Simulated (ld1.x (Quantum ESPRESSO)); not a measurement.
## Which change was made? (Mn, TM semilocal)

ld1.x (Quantum ESPRESSO) 7.5 input, shortened:

```
&input
   title='Mn', zed=25., rel=1, dft='PZ', iswitch=3,
   config='[Ar] 3d5 4s1 4p0'
 /
 &inputp
   pseudotype=1, tm=.true., lloc=2,
   nlcc=.false.
 /
3
3S  1  0   2.00   0.00  0.90  0.90  0.0
3P  2  1   6.00   0.00  1.20  1.20  0.0
3D  3  2   5.00   0.00  1.90  1.90  0.0
 &test
   configts(1)='3s2 3p6 3d5 4s1 4p0'
 /
```

Occupied shells without a wave of their own: 4s. They enter only through the test configuration that unscreens the potential.

Cutoffs, loose and tight: the cutoffs (Ry, on a coarse ladder) from which the occupation-weighted sum of valence levels, in a spherical-Bessel basis at the reference potential, stays within 10 and 1 mRy of its value at 400 Ry. They do not see the model core or the augmentation charge, which bear on the density cutoff. Test errors are all-electron minus pseudo excitation energies from the reference, over the configurations 3s2 3p6 3d5 4s2 4p0; 3s2 3p6 3d5 4s0 4p0; 3s2 3p6 3d4 4s0 4p0; 3s2 3p6 3d4 4s2 4p0; 3s1 3p6 3d5 4s2 4p0; 3s2 3p6 3d5.5 4s1.5 4p0; 3s2 3p6 3d5 4s1 4p1 (two spin-polarised tests are not counted in the largest error); variants that change the core or the reference have their own tests.

The base gives: outcome: generated; cutoff, loose: 160 Ry; cutoff, tight: 300 Ry; bound ghosts: none; largest test error (meV): -205.

After one change the result is: outcome: generated, misses its reference levels by 0.32 eV; cutoff, loose: 110 Ry; cutoff, tight: 160 Ry; bound ghosts: none; largest test error (meV): -620. Which change was it?
A. all radii scaled by about 0.75 (s 0.68, p 0.90, d 1.42 bohr)
B. all radii scaled by about 0.92 (s 0.82, p 1.10, d 1.74 bohr)
C. all radii scaled by about 1.07 (s 0.96, p 1.30, d 2.04 bohr)
D. all radii scaled by about 1.22 (s 1.10, p 1.46, d 2.32 bohr)

D. The others give: all radii scaled by about 0.92 (s 0.82, p 1.10, d 1.74 bohr) → outcome: generated; cutoff, loose: 180 Ry; cutoff, tight: over 300 Ry; bound ghosts: none; largest test error (meV): -151 | all radii scaled by about 1.07 (s 0.96, p 1.30, d 2.04 bohr) → outcome: generated; cutoff, loose: 160 Ry; cutoff, tight: 260 Ry; bound ghosts: none; largest test error (meV): -263 | all radii scaled by about 0.75 (s 0.68, p 0.90, d 1.42 bohr) → outcome: generated; cutoff, loose: 230 Ry; cutoff, tight: over 300 Ry; bound ghosts: none; largest test error (meV): -145.
